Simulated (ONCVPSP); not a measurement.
**Pt: one change to an ONCV potential, before and after**

* Element: Pt
* Generator: ONCVPSP 4.0.1
* Type: optimised norm-conserving Vanderbilt (ONCV)
* Functional: PW91
* Relativity: fully relativistic
* Frozen core: [Kr] 4d10 4f14
* Valence charge: 18
* Reference configuration: 5s2 5p6 5d9 (charge +1)
* Partial waves: 5s: rc 1.60 bohr, ncon 4, nbas 8, qcut 6 1/bohr, 2 projectors, debl 1.6 Ha; 5p: rc 1.35 bohr, ncon 3, nbas 7, qcut 8.5 1/bohr, 2 projectors, debl 2.8 Ha; 5d: rc 1.65 bohr, ncon 4, nbas 7, qcut 5 1/bohr, 2 projectors, debl 0.7 Ha; f scattering state at 0.45 Ha: rc 1.35 bohr, ncon 3, nbas 6, qcut 7.9 1/bohr, local
* Local potential: the f channel
* Core correction: none

Open shells are filled in proportion to 2j + 1.

In the s channel the program set the typed energies aside and used -4.040, 0.050 Ha.

All-electron outer shells of the reference configuration (PW91, scalar-relativistic, ld1.x):

```csv
shell,level (eV),outermost node (bohr),outermost maximum (bohr)
4f,-78.39,–,0.38
5p,-64.39,0.53,0.98
5d,-14.38,0.57,1.26
```

Change: f: nbas 8.

Cutoffs: the cutoffs (Ha) at which the residual kinetic energy of the hardest occupied pseudo-wave falls to 1 and 0.1 mHa per electron; they do not see the model core or the augmentation charge, which bear on the density cutoff. Errors are all-electron minus pseudo energies relative to the spin-unpolarised reference configuration.

**Question.** Predict the effect on cutoff, ghosts and configuration errors.

**Answer.** The potential gets neither clearly harder nor softer (51 Ha and 63 Ha → 51 Ha and 63 Ha); both files keep a bound ghost (s); of the 4 tests that both files solve, the error grows in 0 and shrinks in 2 by more than 15 % and 0.3 meV (median size 0.8 → 0.4 meV); the range in which the s phases agree widens (upper end -3.0 → at the end of the scan).

| quantity | base | changed |
| --- | --- | --- |
| cutoff, loose | 51 Ha | 51 Ha |
| cutoff, tight | 63 Ha | 63 Ha |
| bound ghosts | s | s |
| GHOST(+) flags under 300 eV | none | none |
| error for 5s2 5p6 5d9 6s1, meV [ΔE -9.29 eV] | -20 | -7.8 |
| error for 5s2 5p6 5d8, meV [ΔE 20.06 eV] | +0.1 | -0.2 |
| error for 5s2 5p6 5d7, meV [ΔE 52.35 eV] | +1.2 | -0.4 |
| error for 5s2 5p6 5d9 6p1, meV [ΔE -4.25 eV] | +0.4 | +0.3 |
| s: phases at 1.62 bohr within 0.05 rad from the reference energy up to (Ha; the scan ends near 5) | -3.0 | to the end of the scan |
| p3/2: phases at 1.37 bohr within 0.05 rad from the reference energy up to (Ha; the scan ends near 5) | 4.4 | 4.4 |
| p1/2: phases at 1.37 bohr within 0.05 rad from the reference energy up to (Ha; the scan ends near 5) | 3.7 | 3.7 |
| d5/2: phases at 1.67 bohr within 0.05 rad from the reference energy up to (Ha; the scan ends near 5) | 4.2 | 4.2 |
| d3/2: phases at 1.67 bohr within 0.05 rad from the reference energy up to (Ha; the scan ends near 5) | 4.1 | 4.1 |
| f7/2: phases at 1.37 bohr within 0.05 rad from the reference energy up to (Ha; the scan ends near 5) | 1.2 | 1.3 |
| f5/2: phases at 1.37 bohr within 0.05 rad from the reference energy up to (Ha; the scan ends near 5) | 1.7 | 1.8 |

 A true bound ghost makes a file unfit for plane-wave use even where its test errors are small: the radial tests pick states by their node count and pass the ghost by.
